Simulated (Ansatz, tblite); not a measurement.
Removing and adding an electron: InSi₁₉H₃₀, a doped nanocrystal cut from the lattice of silicon (In on an inner site). Total charge 0; doublet. Geometry: PBE-D4/def2-SVP. Ansatz, gas phase; energy differences of separate SCF runs; the oxidised species is a singlet (the triplet lies 0.28 eV higher at PBE0-D4/def2-SVP); the reduced species is a singlet (the triplet lies 2.84 eV higher at PBE0-D4/def2-SVP).

Cartesian coordinates in Å:
```
Si 0.7539 -0.1090 2.8856
Si 1.9844 -3.5544 1.4113
Si -2.7184 -0.6749 0.9970
Si -1.2313 -4.1039 -0.2904
Si 3.9427 0.2151 0.4038
Si -0.9343 2.7421 0.9540
Si 2.3692 3.3487 -1.1584
In 0.6246 -0.5508 -0.9518
Si -2.3473 -0.9181 -3.0183
Si -1.3434 2.7458 -2.9803
Si 1.0674 -2.4149 3.2630
Si 2.9686 0.6422 2.5138
Si -0.6368 0.4190 1.0622
Si 0.8782 -3.0973 -0.6227
Si -2.5927 -3.0103 1.2993
Si -3.7229 -0.5163 -1.1415
Si 2.7000 1.0404 -1.4328
Si 1.0724 3.9522 0.7177
Si -2.2307 3.4043 -0.8942
Si -0.4986 0.5548 -3.1073
H 0.2986 0.5261 4.1815
H 3.4462 -3.1939 1.3306
H 1.9006 -5.0364 1.6948
H -3.7184 -0.1204 1.9873
H -1.0270 -5.5239 0.1836
H -2.0066 -4.1706 -1.5810
H 4.1529 -1.2636 0.2128
H 5.3041 0.8789 0.3906
H -1.6244 3.2654 2.1947
H 3.7394 3.9686 -1.0024
H 1.7552 3.9284 -2.4052
H -1.8602 -2.3421 -3.0405
H -3.1856 -0.6958 -4.2593
H -0.2873 3.7309 -3.4064
H -2.4559 2.8115 -4.0037
H 2.0528 -2.5277 4.4031
H -0.2096 -3.0800 3.7013
H 3.8526 -0.0731 3.5105
H 3.1092 2.1184 2.7801
H 1.5889 -3.8497 -1.7258
H -2.1528 -3.3604 2.6952
H -3.9982 -3.5362 1.1215
H -4.8140 -1.5612 -1.1966
H -4.3798 0.8217 -1.3625
H 3.4194 0.7481 -2.7282
H 1.9295 3.8468 1.9506
H 0.7107 5.4081 0.5390
H -2.2885 4.9137 -0.9123
H -3.6431 2.8964 -0.7809
H 0.2863 0.3572 -4.3825
```

In the def2 sets In takes a core potential; there is no spin–orbit coupling. The xTB rows come from tblite. Single mean-field runs in def2-SVP are fitted with def2-universal-jkfit.

| level | −HOMO (eV) | vertical IE (eV) | −LUMO (eV) | vertical EA (eV) | HOMO–LUMO gap (eV) | IE − EA (eV) | remarks |
| --- | --- | --- | --- | --- | --- | --- | --- |
| GFN1-xTB | – | 11.56 | – | 8.80 | – | 2.76 | – |
| GFN2-xTB | – | 9.85 | – | – | – | – | – |
| PBE-D4/def2-SVP | 5.44 | 7.14 | 4.96 | 3.39 | 0.48 | 3.75 | restricted singlet, untested (+1 singlet) |
| PBE0-D4/def2-SVP | 6.40 | 7.49 | 4.48 | 3.54 | 1.92 | 3.95 | restricted singlet, untested (+1 singlet) |
| ωB97M-V/def2-SVP | 8.02 | 7.48 | 3.02 | 3.59 | 5.01 | 3.89 | restricted singlet, untested (+1 singlet) |

   HOMO and LUMO are the levels of the spin that leaves or enters (xTB has no such levels and no spin-polarisation term). Other spin states of the ions may lie lower, which would lower the ionisation energy or raise the affinity. Raw xTB energy differences between charge states are shifted by several eV; the methods need an empirical correction for them. Sets without diffuse functions give affinities that are too small.
